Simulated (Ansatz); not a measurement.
Ansatz (a program for electronic structure) input (CCSD(T)/aug-cc-pVDZ):

Ansatz 0.2 input:
```yaml
crystal:
  periodic: [false, false, false]
  atoms:
    - {symbol: Br, position_ang: [-0.00000000, -0.00000000, -0.04054719]}
    - {symbol: H, position_ang: [0.00000000, 0.00000000, 1.41915152]}
basis:
  gaussian:
    orbitals: aug-cc-pVDZ
total_charge: 1
magnetization: {spin_polarized: true, initial_magnetization: 1}
correlation: {method: ccsd_t, electrons: outside_noble_gas}
output: {forces: true}
```

Output:

```
Functional definition: HF
integrals: 0.02 GiB planned
478 factors; integrals over basis functions are off by at most 1.3e-3 eV
mean field: 0.10 GiB planned
mean field evaluation 1: about -70003.0062 eV, gradient 7.8e0 eV
mean field evaluation 2: about -70003.0060 eV, gradient 7.8e0 eV
mean field evaluation 4: about -70003.4129 eV, gradient 7.2e-1 eV
mean field evaluation 8: about -70003.4187 eV, gradient 2.1e-4 eV
mean field evaluation 16: about -70002.8167 eV, gradient 7.8e0 eV
mean field evaluation 32: about -70003.4187 eV, gradient 3.6e-3 eV
mean field -70003.41871204 eV, -2572.5781876459 hartree, gradient 2.6e-6 eV, S^2 0.758227; 2 other end points of the search recorded, 0 dependent functions left out
14 core orbitals not correlated
reference -70003.41871204 eV, -2572.5781876459 hartree; 4, 3 occupied and 27, 28 virtual orbitals, 478 factors
densities: 0.09 GiB planned
second order -2.81898163 eV of doubles, -0.00000000 eV of singles
coupled cluster: 0.08 GiB planned
cycle   1  -3.20640908 eV  change   -3.9e-1 eV  update   4.1e-2
cycle   2  -3.32634496 eV  change   -1.2e-1 eV  update   1.4e-2
cycle   3  -3.33424931 eV  change   -7.9e-3 eV  update   3.5e-3
cycle   4  -3.33455452 eV  change   -3.1e-4 eV  update   1.1e-3
cycle   5  -3.33460461 eV  change   -5.0e-5 eV  update   4.8e-4
cycle   6  -3.33465150 eV  change   -4.7e-5 eV  update   1.7e-4
cycle   7  -3.33466989 eV  change   -1.8e-5 eV  update   4.6e-5
cycle   8  -3.33466750 eV  change    2.4e-6 eV  update   1.4e-5
cycle   9  -3.33466604 eV  change    1.5e-6 eV  update   4.2e-6
cycle  10  -3.33466660 eV  change   -5.6e-7 eV  update   1.2e-6
perturbative correction -0.06404990 eV, -0.0023537904 hartree
the calculation of the forces begins
Total energy: -70006.81742854 eV, -2572.7030881736 hartree
Atom 0 at    -0.000000    -0.000000    -0.040547 Å, force     0.000000     0.000000    -0.016568 eV/Å
Atom 1 at     0.000000     0.000000     1.419152 Å, force    -0.000000    -0.000000     0.016568 eV/Å
Dipole moment:    -0.000000     0.000000     0.297679 e Å
```
